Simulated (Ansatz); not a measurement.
Compare A (`C=NCO[SiH3]`) with its isomer B (`CC(=O)[SiH2]N`).

Isolated molecules relaxed with PBE0-D4/def2-TZVP in Ansatz; ΔE leaves out vibrations. CCSD(T)/CBS adds triple-zeta CCSD(T) − MP2 to the extrapolated MP2 energy (def2 sets, frozen cores). DFT in def2-TZVPP. B3LYP here is the variant with VWN-RPA as its local correlation; programs differ in this. Each species was taken in one conformer, which may not be the lowest.

(1) Which is lower in electronic energy at CCSD(T)/CBS, and by how much? (Best estimate.)

(2) Give E(B) − E(A) in kJ/mol with CCSD/def2-TZVPP, B3LYP-D4, B2PLYP, B3LYP, PBE-D4, PBE0-D4, CCSD(T)/def2-TZVPP. (An estimate is asked.)

Largest T1 diagnostic: 0.014.

Answers

(1) Computed: B, by 63.0 kJ/mol.

(2) Computed: CCSD/def2-TZVPP -56.4, B3LYP-D4 -62.1, B2PLYP -61.5, B3LYP -61.1, PBE-D4 -72.9, PBE0-D4 -69.8, CCSD(T)/def2-TZVPP -57.6. None reverses the order clearly.

From PBE to PBE0 (25 % exact exchange), in def2-TZVPP and without D4, E(B) − E(A) moves by +3.0 kJ/mol. In def2-TZVPP, CCSD(T) changes the Hartree–Fock value by −9.7 kJ/mol (the triples alone add −1.3 kJ/mol) and MP2 by −15.0 kJ/mol.
